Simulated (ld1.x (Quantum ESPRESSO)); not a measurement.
## Mg (Z = 12): excitation energies, all-electron against TM

ld1.x (Quantum ESPRESSO) 7.5 input, shortened:

```
&input
   title='Mg', zed=12., rel=1, dft='PZ', iswitch=3,
   config='[Ne] 3s1 3p1'
 /
 &inputp
   pseudotype=2, tm=.true., lloc=0,
   nlcc=.true., new_core_ps=.true., rcore=1.20
 /
2
3P  2  1   1.00   0.00  2.95  2.95  0.0
3S  1  0   1.00   0.00  2.70  2.70  0.0
 &test
   configts(1)='3s1 3p1'
 /
```

Energies are relative to the spin-unpolarised reference configuration 3s1 3p1; without spin polarisation the order of configurations can differ from experiment. Spin-polarised rows fill each open shell by Hund’s rule, majority spin first. The frozen-core shift is the all-electron ΔE with the core orbitals held at their reference shape minus the fully relaxed ΔE.

| valence configuration | charge | ΔE all-electron (eV) | error AE − PS (meV) | frozen-core shift (meV) |
| --- | --- | --- | --- | --- |
| 3s1 3p0 | +1 | 4.551 | +2.0 | +1.4 |
| 3s1.5 3p0 | +0.5 | -0.331 | -2.2 | +0.3 |
| 3s0 3p1 | +1 | 8.942 | +1.4 | +8.8 |
| 3s0 3p2 | 0 | 3.746 | -6.4 | +2.7 |
| 3s1 3p1 (spin-polarised) | 0 | -0.690 | -1.4 | +2.3 |
| 3s1 3p0 (spin-polarised) | +1 | 4.230 | -3.3 | +3.6 |

Q: What are ΔE and the potential's error for 3s2 3p0?

A: ΔE = -3.523 eV all-electron; the error (AE − PS) is -5.0 meV.

Levels in the configuration 3s1 3p1 (spin-polarised):

| level | all-electron (eV) | pseudo (eV) |
| --- | --- | --- |
| 3s up | -6.187 | -6.187 |
| 3p up | -2.448 | -2.451 |
